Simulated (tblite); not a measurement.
A geometry optimisation, step by step.

C8H19B.
Bonds: C1–C2, C2–C3, C3–B4, B4–C5, B4–C6, C6–C7, C6–C8, C6–C9. Hydrogens: H10, H11, H12 on C1; H13, H14 on C2; H15, H16 on C3; H17, H18, H19 on C5; H20, H21, H22 on C7; H23, H24, H25 on C8; H26, H27, H28 on C9.

Computed with GFN2-xTB (tblite), gas phase: L-BFGS steps from a force-field or distance-geometry start until the largest atomic force falls under 0.01 eV/Å. 6 of its 223 geometries are shown.

Step 0: E = -761.9242 eV, largest atomic force 2.592 eV/Å
```
atom  x, y, z in Å  |  force x, y, z in eV/Å
C1      3.528    0.045    0.253   -0.161   0.637   0.026
C2      2.220   -0.771    0.278    1.350  -0.559   0.716
C3      1.189    0.116   -0.288   -2.255   1.258  -0.230
B4     -0.261   -0.541   -0.358    0.189   0.284  -1.291
C5     -0.432   -1.690   -1.427    0.376  -0.876  -0.045
C6     -1.446    0.341    0.216    1.672  -0.371   0.699
C7     -1.533    1.584   -0.659   -0.414   0.465   0.373
C8     -0.964    0.854    1.592    0.085  -0.551   1.106
C9     -2.746   -0.389    0.351   -1.875   0.754   0.497
H10     4.258   -0.511   -0.333    0.323   0.359   0.382
H11     3.312    1.031   -0.255    0.547  -1.081   0.475
H12     3.856    0.289    1.281    0.181  -0.321  -0.713
H13     2.324   -1.699   -0.314   -0.038   0.396   0.270
H14     1.973   -1.073    1.329    0.105   0.209  -0.792
H15     1.136    1.073    0.302    0.364  -0.801  -0.501
H16     1.394    0.419   -1.332    0.370  -0.229   0.410
H17     0.118   -1.411   -2.358   -0.531  -0.244   0.644
H18     0.066   -2.646   -1.085   -0.644   0.892  -0.359
H19    -1.481   -1.913   -1.681    0.590  -0.056   0.047
H20    -2.164    2.304   -0.095   -0.002  -0.286  -0.877
H21    -1.949    1.267   -1.606   -0.119   0.549  -0.245
H22    -0.554    2.073   -0.788   -0.471  -0.395  -0.142
H23    -0.865    1.958    1.548    0.136  -0.905   0.520
H24    -0.005    0.338    1.855   -0.792   0.894   0.043
H25    -1.670    0.546    2.397    0.333   0.523  -0.521
H26    -2.673   -1.277    1.020   -0.072   0.679  -0.675
H27    -3.172   -0.646   -0.632    0.277  -0.204   0.460
H28    -3.479    0.355    0.801    0.476  -1.019  -0.278
```

Step 44: E = -762.8446 eV, largest atomic force 0.185 eV/Å
```
atom  x, y, z in Å  |  force x, y, z in eV/Å
C1      3.669   -0.128    0.273   -0.023   0.013  -0.014
C2      2.265   -0.719    0.087    0.018   0.014  -0.026
C3      1.244    0.303   -0.449    0.045  -0.021   0.033
B4     -0.220   -0.294   -0.513    0.042  -0.094  -0.154
C5     -0.416   -1.669   -1.264    0.014  -0.029  -0.037
C6     -1.438    0.448    0.209    0.043  -0.121   0.070
C7     -1.810    1.717   -0.576   -0.015  -0.048   0.032
C8     -1.038    0.858    1.640    0.036   0.064   0.089
C9     -2.667   -0.466    0.275   -0.057  -0.023   0.007
H10     4.435   -0.862    0.025   -0.046   0.051   0.084
H11     3.813    0.739   -0.368    0.007  -0.050  -0.069
H12     3.826    0.197    1.301   -0.026  -0.003  -0.046
H13     2.308   -1.560   -0.605    0.048   0.023  -0.020
H14     1.909   -1.108    1.045    0.024   0.007  -0.046
H15     1.310    1.204    0.160    0.028   0.045   0.023
H16     1.546    0.585   -1.464    0.074   0.003   0.065
H17     0.089   -1.707   -2.229    0.096   0.018   0.101
H18     0.035   -2.449   -0.645   -0.041  -0.001  -0.098
H19    -1.448   -1.963   -1.440    0.065  -0.002   0.017
H20    -2.671    2.197   -0.120   -0.112   0.056   0.046
H21    -2.057    1.474   -1.606   -0.010  -0.011  -0.033
H22    -0.989    2.428   -0.577    0.064  -0.010  -0.050
H23    -0.504    1.803    1.628    0.060   0.063  -0.009
H24    -0.384    0.125    2.108   -0.096  -0.101  -0.041
H25    -1.912    0.982    2.274   -0.071   0.006  -0.031
H26    -2.428   -1.382    0.811   -0.031   0.032   0.064
H27    -2.976   -0.739   -0.730   -0.135   0.033  -0.031
H28    -3.510    0.014    0.764   -0.001   0.087   0.073
```

Step 89: E = -763.0037 eV, largest atomic force 0.037 eV/Å
```
atom  x, y, z in Å  |  force x, y, z in eV/Å
C1      3.683   -0.065    0.216    0.012   0.023   0.026
C2      2.329   -0.729   -0.003   -0.008   0.008  -0.002
C3      1.250    0.293   -0.390   -0.020   0.005  -0.008
B4     -0.208   -0.327   -0.479    0.000  -0.012   0.002
C5     -0.399   -1.653   -1.308   -0.003   0.004   0.001
C6     -1.442    0.396    0.251    0.005  -0.011  -0.011
C7     -1.771    1.660   -0.568    0.001  -0.003   0.004
C8     -1.094    0.832    1.685    0.011  -0.011  -0.002
C9     -2.711   -0.464    0.328   -0.003   0.004   0.001
H10     4.436   -0.801    0.489   -0.004  -0.003  -0.015
H11     4.011    0.447   -0.687   -0.006  -0.012   0.009
H12     3.616    0.667    1.019    0.026   0.009  -0.016
H13     2.420   -1.486   -0.783   -0.014  -0.016  -0.006
H14     2.026   -1.235    0.917    0.021  -0.004   0.008
H15     1.318    1.128    0.309   -0.002   0.001  -0.010
H16     1.515    0.701   -1.372    0.004  -0.014   0.007
H17     0.286   -1.735   -2.149    0.003   0.004   0.004
H18    -0.180   -2.499   -0.655   -0.010  -0.001   0.011
H19    -1.408   -1.810   -1.680    0.016   0.006  -0.013
H20    -2.579    2.214   -0.094   -0.005   0.004  -0.006
H21    -2.083    1.391   -1.575    0.008   0.004   0.005
H22    -0.902    2.310   -0.641   -0.010   0.009   0.007
H23    -0.270    1.540    1.697   -0.008  -0.009  -0.007
H24    -0.812   -0.029    2.287   -0.018   0.012  -0.004
H25    -1.954    1.312    2.151    0.001  -0.010   0.013
H26    -2.515   -1.396    0.853    0.008   0.005   0.002
H27    -3.085   -0.702   -0.665    0.004   0.005   0.006
H28    -3.497    0.068    0.862   -0.011   0.003  -0.007
```

Step 133: E = -763.0192 eV, largest atomic force 0.034 eV/Å
```
atom  x, y, z in Å  |  force x, y, z in eV/Å
C1      3.727   -0.034    0.076   -0.011   0.002   0.009
C2      2.344   -0.674    0.096   -0.021   0.004  -0.017
C3      1.253    0.306   -0.360   -0.021   0.000  -0.006
B4     -0.195   -0.338   -0.441   -0.003   0.007  -0.001
C5     -0.404   -1.645   -1.295   -0.008   0.002   0.003
C6     -1.446    0.371    0.273    0.022   0.001   0.005
C7     -1.733    1.661   -0.520    0.009  -0.001  -0.002
C8     -1.142    0.753    1.731    0.003   0.005   0.002
C9     -2.726   -0.474    0.280    0.012   0.001  -0.009
H10     4.483   -0.742    0.409    0.018  -0.014   0.013
H11     3.981    0.289   -0.931    0.007   0.014  -0.004
H12     3.760    0.834    0.732   -0.008   0.002   0.000
H13     2.349   -1.547   -0.559   -0.007  -0.014   0.025
H14     2.113   -1.019    1.107    0.026   0.010  -0.020
H15     1.303    1.186    0.283    0.002  -0.005  -0.004
H16     1.522    0.650   -1.365   -0.002  -0.017   0.003
H17     0.452   -1.924   -1.905   -0.005   0.009   0.000
H18    -0.615   -2.485   -0.633    0.000  -0.013   0.008
H19    -1.269   -1.567   -1.951    0.020  -0.005  -0.009
H20    -2.603    2.170   -0.110    0.012   0.013   0.008
H21    -1.931    1.431   -1.565   -0.013   0.001   0.008
H22    -0.882    2.337   -0.478   -0.008   0.012   0.005
H23    -0.271    1.398    1.800   -0.002   0.002   0.001
H24    -0.955   -0.139    2.324    0.007   0.002  -0.001
H25    -1.989    1.281    2.167   -0.006   0.002   0.003
H26    -2.574   -1.400    0.830    0.006  -0.012  -0.009
H27    -3.033   -0.721   -0.733   -0.029  -0.010  -0.009
H28    -3.540    0.072    0.756   -0.002   0.004  -0.002
```

Step 178: E = -763.0266 eV, largest atomic force 0.026 eV/Å
```
atom  x, y, z in Å  |  force x, y, z in eV/Å
C1      3.704    0.006    0.076   -0.010  -0.002   0.010
C2      2.315   -0.615    0.165    0.000   0.002  -0.005
C3      1.242    0.301   -0.448    0.001   0.001  -0.002
B4     -0.203   -0.351   -0.485   -0.001   0.006  -0.003
C5     -0.409   -1.692   -1.285   -0.017   0.002  -0.002
C6     -1.438    0.367    0.248    0.013   0.000  -0.005
C7     -1.719    1.713   -0.449    0.007  -0.012   0.006
C8     -1.091    0.648    1.721    0.000  -0.005  -0.005
C9     -2.736   -0.450    0.227    0.009   0.004   0.002
H10     4.449   -0.636    0.540   -0.014  -0.021   0.004
H11     3.987    0.162   -0.963   -0.004   0.008  -0.008
H12     3.723    0.969    0.583    0.003   0.013   0.002
H13     2.315   -1.577   -0.352    0.011   0.015   0.018
H14     2.070   -0.804    1.213   -0.005   0.009  -0.020
H15     1.274    1.254    0.085    0.014   0.003  -0.009
H16     1.550    0.513   -1.478   -0.006  -0.005   0.009
H17     0.489   -2.061   -1.776   -0.006   0.004  -0.003
H18    -0.778   -2.484   -0.635    0.002   0.002   0.003
H19    -1.171   -1.566   -2.053    0.001  -0.005   0.001
H20    -2.514    2.247    0.069    0.007  -0.007  -0.001
H21    -2.032    1.550   -1.478    0.015  -0.005   0.007
H22    -0.833    2.343   -0.458   -0.006  -0.010   0.008
H23    -0.220    1.293    1.806    0.002   0.003  -0.008
H24    -0.877   -0.282    2.243    0.000  -0.001   0.006
H25    -1.926    1.137    2.222   -0.005   0.004  -0.004
H26    -2.607   -1.392    0.754    0.005  -0.013  -0.001
H27    -3.046   -0.667   -0.792    0.000   0.005  -0.007
H28    -3.540    0.101    0.714   -0.014   0.006   0.008
```

Step 222: E = -763.0312 eV, largest atomic force 0.008 eV/Å
```
atom  x, y, z in Å  |  force x, y, z in eV/Å
C1      3.658    0.045    0.139   -0.001  -0.004   0.000
C2      2.262   -0.565    0.192   -0.003   0.001   0.001
C3      1.235    0.297   -0.563   -0.001   0.004   0.000
B4     -0.211   -0.354   -0.546    0.004  -0.004  -0.005
C5     -0.432   -1.717   -1.304   -0.001  -0.006  -0.002
C6     -1.415    0.360    0.236    0.002  -0.001  -0.006
C7     -1.693    1.732   -0.407   -0.002   0.000   0.003
C8     -1.022    0.586    1.706    0.002   0.002  -0.004
C9     -2.727   -0.436    0.223    0.000  -0.001  -0.004
H10     4.369   -0.575    0.680    0.003  -0.001   0.003
H11     3.996    0.135   -0.892    0.003   0.001  -0.002
H12     3.659    1.037    0.586    0.001  -0.002  -0.001
H13     2.288   -1.567   -0.240    0.003   0.001   0.000
H14     1.951   -0.664    1.234    0.001   0.003   0.003
H15     1.268    1.301   -0.138   -0.005  -0.001   0.001
H16     1.584    0.385   -1.597   -0.005   0.000   0.005
H17     0.448   -2.082   -1.827   -0.002   0.001  -0.001
H18    -0.750   -2.497   -0.613    0.000   0.002  -0.001
H19    -1.235   -1.631   -2.035   -0.001   0.002   0.002
H20    -2.495    2.243    0.123   -0.003  -0.003   0.001
H21    -1.992    1.611   -1.447    0.001   0.003   0.006
H22    -0.809    2.364   -0.380    0.000  -0.006   0.000
H23    -0.126    1.196    1.784    0.004   0.005  -0.002
H24    -0.831   -0.366    2.198   -0.001   0.002   0.001
H25    -1.826    1.090    2.239    0.003   0.004   0.003
H26    -2.594   -1.408    0.692   -0.002   0.000   0.000
H27    -3.078   -0.592   -0.794   -0.002   0.000  -0.003
H28    -3.503    0.100    0.769    0.002  -0.001  -0.001
```

Q: Summarise the path.

A: The energy falls by 106.82 kJ/mol from step 0 to step 222; nine tenths of that is first reached at step 55. It falls at every step. The largest force goes from 2.592 to 0.008 eV/Å. Among the bonds C2–C3 changes most, from 1.474 to 1.538 Å; the atoms move by 0.615 Å rms after alignment.

The cost below is that of the whole relaxation. On Arm Neoverse N1, one thread, no GPU, shared host with 64 logical CPUs at a one-minute load of 58, this took 3.5 s wall.
